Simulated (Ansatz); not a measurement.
`C=CC[SiH3]` + `O[Si](F)(F)F` → `C=CO[Si](F)(F)F` + `C[SiH3]`  (substitution at a C–C bond)

Program: Ansatz. Geometries: PBE0-D4/def2-TZVP. ΔE: electronic, gas phase. CCSD(T)/CBS is the MP2 limit (def2-TZVPP, def2-QZVPP) plus CCSD(T) − MP2 in def2-TZVPP, frozen cores. This one scheme is used for every species. DFT in def2-TZVPP. One conformer a species, not always the lowest.

| level | ΔE (kJ/mol) |
| --- | --- |
| PBE0-D4 | 31.4 |
| SCS-MP2/def2-TZVPP | 37.1 |

(1) What does CCSD(T)/CBS give? (Estimate.)

Largest T1 diagnostic among the species: 0.012.

## Answers

(1) Ansatz gave: +37.1 kJ/mol. The listed levels differ from it by -5.7, 0.0 kJ/mol.

In def2-TZVPP, CCSD(T) changes the Hartree–Fock value by +8.2 kJ/mol (the triples alone add +0.4 kJ/mol) and MP2 by +14.7 kJ/mol.
